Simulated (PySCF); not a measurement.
# Spin states and ions at one geometry of WO2F2

PySCF 2.14.0, RKS r2SCAN, W def2-SVP with ECP60, O def2-SVP, F def2-SVP; non-relativistic Hamiltonian with scalar-relativistic core potentials where named; density fitting; no spin-orbit coupling; singlets restricted, open shells unrestricted. The geometry is relaxed for charge 0, singlet, vacuum:

```xyz
5

W     0.0000    0.0000   -0.0249
O     0.9611    0.9611    1.0033
O    -0.9611   -0.9611    1.0033
F     1.1118   -1.1118   -1.0215
F    -1.1118    1.1118   -1.0215
```

Energies count from the relaxed state; an electron taken off or put on is at rest in vacuum. Charges and spins are Mulliken's.

```json
{"state": "charge 0, singlet, vacuum", "energy (eV)": "0.00", "spin squared": "0.00", "charge on W1 (e)": "1.32", "spin on W1 (e)": "0.00", "dipole about the centre of mass (D)": "1.74"}
{"state": "charge +1, doublet, vacuum", "energy (eV)": "11.97", "spin squared": "0.79", "charge on W1 (e)": "1.57", "spin on W1 (e)": "-0.25", "dipole about the centre of mass (D)": "0.50"}
{"state": "charge -1, doublet, vacuum", "energy (eV)": "-0.02", "spin squared": "0.75", "charge on W1 (e)": "0.81", "spin on W1 (e)": "0.88", "dipole about the centre of mass (D)": "1.27"}
```

Problem. What does the state charge 0, triplet, vacuum give?

Solution. energy (eV) 4.70, spin squared 2.01, charge on W1 (e) 1.18, spin on W1 (e) 0.69, dipole about the centre of mass (D) 0.01.

With an electron taken off (doublet) the charges change, summed by element, by W +0.25 e, O +0.54 e, F +0.21 e. The vertical ionisation energy is 11.97 eV, against −ε(HOMO) = 8.50 eV of the relaxed state. The level lies 3.5 eV too high, as is usual for semilocal functionals and global hybrids, which keep a self-interaction error.

With an electron put on (doublet) the charges change, summed by element, by W -0.51 e, O -0.32 e, F -0.17 e. The vertical electron affinity is 0.02 eV, against −ε(LUMO) = 3.37 eV of the relaxed state. The basis has no diffuse functions, which an added electron needs. The added electron's level lies above zero.

Open shells may have lower solutions than those found.

No frequency check is given that shows the relaxed geometry to be a minimum.
